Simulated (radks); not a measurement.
Results of a calculation; reference values are marked as such.
Problem. The mean radii <r> (bohr) of the occupied orbitals of an atom or ion are listed with their occupations. Level of theory: Dirac Kohn-Sham, PBE, spin-unpolarised, spherical densities, finite nucleus; Fermi nuclear charge, rms radius of each element as measured or else 0.836 A^(1/3) + 0.57 fm (a radial shooting solver on a logarithmic mesh with Libxc functionals).

| orbital | occ. | <r> |
|---|---|---|
| 1s1/2 | 2 | 0.02457 |
| 2s1/2 | 2 | 0.1047 |
| 2p1/2 | 2 | 0.08794 |
| 2p3/2 | 4 | 0.09415 |
| 3s1/2 | 2 | 0.2783 |
| 3p1/2 | 2 | 0.2680 |
| 3p3/2 | 4 | 0.2802 |
| 3d3/2 | 4 | 0.2513 |
| 3d5/2 | 6 | 0.2551 |
| 4s1/2 | 2 | 0.6386 |
| 4p1/2 | 2 | 0.6579 |
| 4p3/2 | 4 | 0.6855 |
| 4d3/2 | 4 | 0.7438 |
| 4d5/2 | 6 | 0.7537 |
| 5s1/2 | 2 | 1.545 |
| 5p1/2 | 2 | 1.743 |
| 5p3/2 | 4 | 1.827 |
| 4f5/2 | 2 | 1.244 |
| 6p1/2 | 1 | 5.046 |

Name the element and its charge. Open shells, if any, fill j = l - 1/2 first.

Solution. Z = 58, cerium, charge +1: Ce+ in [Xe] 4f2 6p1. The 1s radius gives Z: for a bare nucleus <r> = (2 gamma + 1)/(2Z) with gamma = sqrt(1 - (Z/c)^2), 0.02424 bohr for Z = 58, and screening makes it slightly larger (0.02457 here). The occupations add up to 57, and the charge is Z minus that.
